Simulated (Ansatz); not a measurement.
`OBCBr`, relaxed with RKS PBE0-D4/def2-TZVP in Ansatz 0.2.0 from a PBE-D4/def2-SVP geometry. The force threshold is 0.005 eV/Å; the program also tests the step.

Total charge 0; spin multiplicity 1.

Start:

```xyz
8

O     0.403    0.209   -1.579
B     0.247    0.513   -0.262
C    -0.034   -0.676    0.738
Br   -1.974   -0.428    1.060
H     0.513    1.004   -2.131
H     0.301    1.669    0.129
H     0.452   -0.600    1.728
H     0.091   -1.691    0.318
```

```json
{"step": "1", "energy (eV)": "-73862.2850", "largest force (eV/Å)": "0.513", "largest move (Å)": "0.000"}
{"step": "2", "energy (eV)": "-73862.3110", "largest force (eV/Å)": "0.209", "largest move (Å)": "0.020"}
{"step": "3", "energy (eV)": "-73862.3134", "largest force (eV/Å)": "0.049", "largest move (Å)": "0.013"}
{"step": "4", "energy (eV)": "-73862.3137", "largest force (eV/Å)": "0.034", "largest move (Å)": "0.005"}
{"step": "5", "energy (eV)": "-73862.3138", "largest force (eV/Å)": "0.024", "largest move (Å)": "0.003"}
{"step": "6", "energy (eV)": "-73862.3139", "largest force (eV/Å)": "0.010", "largest move (Å)": "0.003"}
{"step": "7", "energy (eV)": "-73862.3139", "largest force (eV/Å)": "0.001", "largest move (Å)": "0.004"}
```

End:

```xyz
8

O     0.406    0.216   -1.567
B     0.245    0.513   -0.259
C    -0.039   -0.669    0.731
Br   -1.956   -0.439    1.072
H     0.522    0.990   -2.123
H     0.296    1.648    0.128
H     0.443   -0.594    1.703
H     0.083   -1.666    0.314
```

It took 26 s on 2 threads of an AMD EPYC 7R13 on a shared host, with 0.4 GiB of host memory at the peak.
